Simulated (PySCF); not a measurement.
**`[C@H]1(F)[C@@H](N[SiH2]N)[C@H]1F`, C₃H₈F₂N₂Si**

Cartesian coordinates in Å; atom numbers follow the order of the lines, from 1:
```xyz
16

N     2.6278    0.7796    0.4651
Si    1.8002   -0.7023    0.1864
N     0.1919   -0.5063    0.7881
C    -0.9761   -0.5953    0.0095
C    -1.6580    0.6575   -0.5218
F    -1.0992    1.8575   -0.2030
C    -2.2952   -0.1494    0.5806
F    -2.3039    0.3710    1.8364
H     2.1891    1.6467    0.1951
H     3.6210    0.8306    0.3127
H     1.6579   -1.1440   -1.2091
H     2.4888   -1.7056    0.9977
H     0.0754    0.1141    1.5758
H    -0.9892   -1.4563   -0.6480
H    -2.1233    0.7005   -1.4986
H    -3.2147   -0.6893    0.3891
```

Computed, not measured: TDDFT wB97X-D/def2-SVPD circular dichroism and optical rotation, one conformer, gas phase in PySCF 2.14.0. Geometry: GFN2-xTB.

The molecule is flexible and this is one conformer; a measurement averages over conformers.

Stereocentres: C5 S, C7 R.

Problem. What is the specific rotation at 633, 589.3, 546, 436, 405, 365, 355 nm?

Solution. [α] in deg dm⁻¹ (g/mL)⁻¹:
| λ (nm) | origin-invariant length gauge | modified velocity gauge | length gauge (centre of mass) | isotropic polarisability (au) |
| --- | --- | --- | --- | --- |
| 633 | -163.2 | -176.7 | -166.5 | 77.5 |
| 589.3 | -192.3 | -208.3 | -196.2 | 77.7 |
| 546 | -230.1 | -249.2 | -234.6 | 78.1 |
| 436 | -403.5 | -437.0 | -411.2 | 79.4 |
| 405 | -492.4 | -533.3 | -501.6 | 80.0 |
| 365 | -664.1 | -719.2 | -676.0 | 81.0 |
| 355 | -722.6 | -782.5 | -735.4 | 81.3 |

Problem. And for the mirror image at 589.3 nm?

Solution. +192.3 deg dm⁻¹ (g/mL)⁻¹ (origin-invariant length gauge): the same size and the opposite sign.

Problem. What is the molar rotation [Φ] = [α]·M/100 of the geometry above at 589.3 nm?

Solution. With M = 138.19 g/mol, -265.8 deg cm² dmol⁻¹ (origin-invariant length gauge).

The first excitation lies at 5.89 eV (210 nm) with R = -1.1 × 10⁻⁴⁰ esu² cm² (velocity form).
